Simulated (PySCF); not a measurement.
First SCF of a structure search on singlet GeH₄, at a hand-made tetrahedral geometry. PySCF input:

```python
from pyscf import gto, scf, dft
mol = gto.M(atom='''
Ge     0.000000     0.000000     0.000000
H      0.883390     0.883300     0.883390
H     -0.883390     0.883300    -0.883390
H      0.883390    -0.883300    -0.883390
H     -0.883390    -0.883300     0.883390''',
    basis={'Ge': 'def2-TZVP', 'H': 'def2-TZVP'},
    charge=0, spin=0)
mf = dft.RKS(mol, xc='PBE')
mf.grids.atom_grid = (50, 194)
aux = {'Ge': 'def2-universal-JKFIT', 'H': 'def2-universal-JKFIT'}
mf = mf.density_fit(auxbasis=aux)
mf.conv_tol = 1e-08
mf.diis_space = 10
mf.max_cycle = 60
mf.init_guess = 'minao'
mf.verbose = 4
mf.kernel()
```

Excerpt of the output (cycles and frontier levels):

```
init E= -2078.28940776297
  HOMO = -0.336505895908657  LUMO = -0.0057897998188432  gap/eV = 8.99924
cycle= 1 E= -2079.01463592238  delta_E= -0.725  |g|= 0.816  |ddm|=  1.5
  HOMO = -0.310185060755096  LUMO = 0.00250124174428557  gap/eV = 8.50863
cycle= 2 E= -2078.97963860329  delta_E= 0.035  |g|= 1.07  |ddm|= 0.614
  HOMO = -0.298560039621202  LUMO = 0.0132738115134501  gap/eV = 8.48543
cycle= 3 E= -2079.05696454459  delta_E= -0.0773  |g|= 0.0376  |ddm|= 0.403
  HOMO = -0.308011125130497  LUMO = 0.00742550094702921  gap/eV = 8.58347
cycle= 4 E= -2079.0573275058  delta_E= -0.000363  |g|= 0.00969  |ddm|= 0.0585
  HOMO = -0.307245193698479  LUMO = 0.0079553433911661  gap/eV = 8.57704
cycle= 5 E= -2079.05735578742  delta_E= -2.83e-05  |g|= 0.000936  |ddm|= 0.0129
  HOMO = -0.307036183223608  LUMO = 0.00807415657358934  gap/eV = 8.57459
cycle= 6 E= -2079.05735608872  delta_E= -3.01e-07  |g|= 4.93e-05  |ddm|= 0.00104
  HOMO = -0.307030529802504  LUMO = 0.00807747792214908  gap/eV = 8.57453
cycle= 7 E= -2079.05735608904  delta_E= -3.27e-10  |g|= 2.88e-06  |ddm|= 4.57e-05
  HOMO = -0.307030286039125  LUMO = 0.00807762391431233  gap/eV = 8.57452
Extra cycle  E= -2079.05735608905  delta_E= -9.09e-12  |g|= 2.11e-06  |ddm|= 4.15e-06
converged SCF energy = -2079.05735608905
```

No lower solution of this spin was found by a stability analysis within the restricted form, which does not test spin polarisation.

The search for the lowest solution, with the stability check, took 3.6 s on 2 threads of a shared Arm Neoverse V2 host, with 72 basis functions; the process peaked at 0.31 GiB.
